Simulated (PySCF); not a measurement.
**Continuum solvent and chemical shifts**

Cartesian coordinates in Å; atom numbers follow the order of the lines, from 1:
```xyz
22

C     1.304    0.010   -1.936
P     0.596   -0.110   -0.416
C     0.618   -1.823    0.180
C    -1.109    0.465   -0.101
C    -2.175   -0.282    0.216
C    -3.582    0.209    0.284
C     1.569    0.888    0.761
P     3.379    0.436    0.611
H     0.949   -0.681   -2.707
H     1.568    1.016   -2.276
H     0.137   -1.917    1.164
H     0.097   -2.463   -0.546
H     1.668   -2.140    0.240
H    -1.259    1.526   -0.349
H    -2.034   -1.348    0.439
H    -4.225   -0.336   -0.428
H    -3.651    1.282    0.057
H    -4.013    0.038    1.285
H     1.218    0.675    1.784
H     1.373    1.952    0.558
H     3.712    1.302   -0.466
H     3.827    1.359    1.613
```

GIAO PBE0/pcSseg-1 in PySCF on one PBE0-D3(BJ)/def2-SVP conformer, non-relativistic, equivalent nuclei averaged. Solvents enter as an IEF-PCM continuum (benzene with ε = 2.3, dichloromethane with ε = 8.9) around the gas-phase geometry. Shifts are referred to TMS computed in the same medium.

Gas phase, δ in ppm: C4 143.3, C5 138.5, C6 23.3, C7 15.8, C3 9.3, C1 -1.3, H15 5.71, H14 5.46, H21/H22 3.16, H20 2.47, H16/H17/H18 1.81, H11/H12/H13 1.41, H19 0.88, H9/H10 -0.31. Dipole moment 3.64 D.

**Question.** How does each δ change in the continuum?

**Answer.** 
| atoms | environment | Δδ, benzene | Δδ, dichloromethane |
| --- | --- | --- | --- |
| C4 | alkene CH | -0.7 | -1.6 |
| C5 | alkene CH | +3.2 | +6.4 |
| C6 | allylic methyl carbon | +0.3 | +0.6 |
| C7 | sp3 CH2 bonded to 2 P | +0.2 | +0.4 |
| C3 | methyl carbon bonded to P | +0.4 | +0.8 |
| C1 | carbon double-bonded to a heavier main-group atom | -2.0 | -3.9 |
| H15 | hydrogen on an alkene CH | +0.17 | +0.36 |
| H14 | hydrogen on an alkene CH | +0.07 | +0.13 |
| H21/H22 | hydrogen on a phosphorus bonded to C | +0.04 | +0.08 |
| H20 | hydrogen on an sp3 CH2 bonded to 2 P | +0.08 | +0.18 |
| H16/H17/H18 | hydrogen on an allylic methyl carbon | +0.05 | +0.10 |
| H11/H12/H13 | hydrogen on a methyl carbon bonded to P | +0.04 | +0.07 |
| H19 | hydrogen on an sp3 CH2 bonded to 2 P | +0.14 | +0.31 |
| H9/H10 | hydrogen on a carbon double-bonded to a heavier main-group atom | -0.16 | -0.30 |

Changes are relative to the gas phase. The dipole moment becomes 4.34 D in benzene, 5.13 D in dichloromethane.

**Question.** Which nuclei move most (in ppm), and what does the model miss?

**Answer.** C5 (alkene CH, +6.4 ppm) in dichloromethane. A continuum only polarises the solute; specific hydrogen bonds, the anisotropy of aromatic solvents and changes of geometry or conformer are outside it.
